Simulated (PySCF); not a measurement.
Compound: C₇H₁₄SSi.
Atom-mapped SMILES: `[CH3:1][CH2:2][C@@H:3]1[CH2:4][C@:5]1([SiH3:6])[C:7]([CH3:8])=[S:9]`

Probes without a nucleus sit at each ring's centroid and 1 Å off its mean plane on both sides; NICS is minus the shielding there, NICSzz its component along the normal. Level: GIAO PBE0/pcSseg-1 (PySCF, non-relativistic, gas phase) on the GFN2-xTB geometry, one conformer.

Ring bond lengths (Å), with Mayer bond orders in brackets: C3–C4 1.485 (0.94), C4–C5 1.510 (0.93), C5–C3 1.531 (0.86).

**Question.** What do the NICS probes read (ppm)?

**Answer.** 
| ring | type | NICS(0) | NICS(1), two faces | NICS(1)zz, two faces | rms pucker (Å) | centre to ring atoms, mean (Å) |
| --- | --- | --- | --- | --- | --- | --- |
| C3–C4–C5 | 3-membered carbocycle; formal bonds all single | -42.0 | -8.0 / -6.4 | -21.2 / -19.0 | 0.00 | 0.87 |

**Question.** What do they say, and how far can they be read as aromaticity?

**Answer.** 
- C3–C4–C5: mean NICS(1)zz -20.1 ppm, shielded. C3, C4, C5 have four or more neighbours; no verdict on aromaticity is drawn. NICS(0) lies 35 ppm below the mean NICS(1).

**Question.** List the ring angles and the Hirshfeld charges of the ring atoms.

**Answer.** 
- C3–C4–C5: C3 60.1° (-0.015 e), C4 61.5° (-0.086 e), C5 58.5° (-0.090 e); sum 180.0° against 180° for a flat convex ring.

**Question.** What are the shieldings of the ring atoms and their hydrogens in the same run (means over atoms taken as equivalent)?

**Answer.** 
```json
{"atoms": "C3", "environment": "three-membered-ring carbon", "σ isotropic (ppm)": "148.0", "principal values of the symmetric part, first atom (ppm)": "123.0, 153.2, 167.6"}
{"atoms": "C4", "environment": "three-membered-ring carbon", "σ isotropic (ppm)": "161.0", "principal values of the symmetric part, first atom (ppm)": "141.4, 160.0, 181.4"}
{"atoms": "C5", "environment": "sp3 carbon bound to silicon", "σ isotropic (ppm)": "147.5", "principal values of the symmetric part, first atom (ppm)": "98.8, 134.1, 209.5"}
{"atoms": "H on C3", "environment": "methine hydrogen", "σ isotropic (ppm)": "30.01", "principal values of the symmetric part, first atom (ppm)": "24.3, 29.2, 36.5"}
{"atoms": "H on C4", "environment": "methylene hydrogen", "σ isotropic (ppm)": "30.41", "principal values of the symmetric part, first atom (ppm)": "24.2, 27.7, 39.3"}
{"atoms": "H on C4", "environment": "methylene hydrogen", "σ isotropic (ppm)": "30.16", "principal values of the symmetric part, first atom (ppm)": "25.6, 28.6, 36.3"}
```

The values belong to the conformer `[CH3:1][CH2:2][C@@H:3]1[CH2:4][C@:5]1([SiH3:6])[C:7]([CH3:8])=[S:9]`: C1–C2–C3–C4 153°, C4–C5–C7–C8 7°.
